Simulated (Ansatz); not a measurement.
Species: bromo selenohypobromite, SeBr$_{2}$, net charge 0, singlet state. 
Coordinates optimised at B3LYP-D3(BJ)/def2-TZVP (Ansatz, an electronic-structure program):
```
Se
Br 1 2.3360
Br 1 2.3360 2 102.92
```
Charge 0, spin multiplicity 1.

Property: vertical ionisation energy (to the doublet state of charge +1; each state is the SCF solution reached for its spin), in eV. Correlated levels leave the core frozen unless marked. UHF or UKS for open shells. Spin-orbit coupling is left out. The frozen core is the preceding noble-gas configuration, with the filled d and f shells of earlier blocks. Non-relativistic. CBS marks a two-point X^-3 extrapolation of the correlation energy; Hartree-Fock from the larger set. The bracket is a focal-point correction in the basis named.

```
level             program  vertical ionisation energy (eV)
----------------  -------  -------------------------------
HF/aug-cc-pVTZ     Ansatz                             8.58
B3LYP/def2-TZVPD   Ansatz                             9.01
BHLYP/def2-TZVPD   Ansatz                             9.16
MP2/aug-cc-pVDZ    Ansatz                             9.13
```

Q: What does RI-MP2/CBS(aug-cc-pVTZ,aug-cc-pVQZ)+[CCSD(T)-MP2]/aug-cc-pVTZ (Ansatz) give?

A: 9.23 eV
